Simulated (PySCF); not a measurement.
Ge(Cl)2 anion (Cl2Ge), SMILES [Cl][Ge][Cl] (connectivity only; charge and spin as stated), charge -1, multiplicity 2. Atoms are numbered in the order given.

```xyz
3

Ge     0.0000     0.0000     0.7907
Cl     0.0000    -1.7915    -0.7442
Cl     0.0000     1.7915    -0.7442
```
Charge -1, spin multiplicity 2.

The structure is a stationary point at r2SCAN-D4/def2-SVPD. The multiplicity is an assumed one; other spin states were not compared. The isomer is the one that the SMILES or the coordinates give; other isomers of the formula were not compared.

These are PBE/def2-TZVPD (PySCF) values and carry that method's errors.

Mulliken values depend strongly on the basis, most of all with diffuse functions as here. ESP charges are fitted to the potential on shells at 1.4 to 2.0 van der Waals radii. Atomic charges (e):

```json
[
 {"atom": "Ge1", "meta-Löwdin": "?", "ESP fit": "-0.27", "Mulliken spin": "0.94"},
 {"atom": "Cl2", "meta-Löwdin": "?", "ESP fit": "-0.37", "Mulliken spin": "0.03"},
 {"atom": "Cl3", "meta-Löwdin": "?", "ESP fit": "-0.37", "Mulliken spin": "0.03"}
]
```

**Question.** Some entries are withheld; supply them. (The exact figures need the calculation; the answer reports its results.)

**Answer.** 
- Ge1, meta-Löwdin: -0.06
- Cl2, meta-Löwdin: -0.47
- Cl3, meta-Löwdin: -0.47
